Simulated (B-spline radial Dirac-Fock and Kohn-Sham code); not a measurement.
Calculated with a radial finite-basis atomic code, using Dirac-Fock energy differences between relaxed states, corrected for Breit and QED terms. Correlation and solid-state effects are left out.

Question: An atom or ion in its tabulated ground configuration has these computed binding energies (the last is its least bound level). Which is it?

```csv
level,binding energy (eV)
2p1/2,13355.5
2p3/2,11646.1
3s,3386.1
3d3/2,2284.8
4d3/2,415.5
4d5/2,398.6
5d,74.03
```

Answer: Pt⁵⁺: Z = 78 with 73 electrons, [Xe] 4f14 5d5.

Question: An atom or ion in its tabulated ground configuration has these computed binding energies (the last is its least bound level). Which is it?

```
level  binding energy (eV)
   1s              60114.1
   2s              12312.7
2p1/2              11838.1
2p3/2              10921.2
   3s               4492.3
3p3/2               4075.0
   3d               3763.4
```

Answer: Er⁴⁵⁺: Z = 68 with 23 electrons, [Ar] 3d5. The hydrogen-like estimate √(E/Ry) = 66.5 for the K level lies 1.5 below Z (screening lowers it, relativity raises it); the outermost level, at 3763.4 eV, fixes the charge.

Question: An atom or ion in its tabulated ground configuration has these computed binding energies (the last is its least bound level). Which is it?

```tsv
level	binding energy (eV)
1s	64332.4
2s	13411.0
2p1/2	12917.5
2p3/2	11869.1
3p1/2	4771.6
3p3/2	4517.7
3d	4203.3
```

Answer: Yb⁴⁸⁺: Z = 70 with 22 electrons, [Ar] 3d4. The hydrogen-like estimate √(E/Ry) = 68.8 for the K level lies 1.2 below Z (screening lowers it, relativity raises it); the outermost level, at 4203.3 eV, fixes the charge.

Question: Identify the element and charge state from the binding energies below (tabulated ground configuration; the least bound level is included).

```csv
level,binding energy (eV)
L2,1505.0
L3,1487.3
M1,606.3
```

Answer: Ni¹⁷⁺: Z = 28 with 11 electrons, [Ne] 3s1.
